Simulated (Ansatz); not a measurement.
Coupled-cluster diagnostics for Te₃Pt₂ (the lowest singlet isomer of a short search), Ansatz.

Geometry of the singlet (PBE-D4/def2-SVP):

Cartesian coordinates in Å:
```
Pt 0.2426 -0.4433 -2.0561
Pt -0.1415 0.0907 0.5814
Te -0.2440 0.6964 2.9922
Te -1.8991 -1.0915 -0.8170
Te 2.0420 0.7477 -0.7005
```

In the def2 sets Pt, Te take a core potential; there is no spin–orbit coupling. Correlated methods freeze 12 core orbitals; core or outer-core shells of Pt, Te are correlated, in sets that lack core-valence functions. The structure comes from a short search, and lower isomers may exist.

(1) Estimate the CCSD(T) correlation energy, the shares of MP2 and (T), T1 and the reference's ⟨S²⟩ for: charge 0, singlet, own geometry in def2-SVP; and the rough time on 4 threads of Intel Xeon on a shared host.

## Answers

(1) 
```csv
state,basis,correlation (eV),MP2 share (%),(T) share (%),T1,⟨S²⟩ (pure),wall time,remarks
"charge 0, singlet, own geometry",def2-SVP,-33.231,106.0,6.9,0.036,0.00 (0.00),8.4 min,"restricted SCF unstable in HF, stability undecided"
```
Customary marks for T1 are 0.02 (closed shells), 0.045 (open shells) and about 0.05 (3d metals). T1 exceeds 0.02 in 1 of 1 rows and 0.045 in 0; the higher it lies, the less the single-reference result can be trusted.
